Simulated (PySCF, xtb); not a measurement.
In(AsH2)(F)2 (AsF2H2In), SMILES [AsH2][In]([F])[F].

Harmonic wavenumbers (cm⁻¹) from xtb with GFN2-xTB at its own minimum, in rising order: 19, 51, 64, 94, 186, 325, 329, 573, 574, 992, 1877, 1935.

Question: What does PySCF 2.14.0 with PBE-D3(BJ)/def2-SVP give at its own minimum? (Estimate from the structure and the level; the computed values follow.)

Answer: 56, 68, 100, 133, 208, 543, 577, 578, 586, 958, 2120, 2139. Paired by order, the mean absolute difference is 93 cm⁻¹ and the zero-point energies are 10.0 and 11.5 kcal/mol.
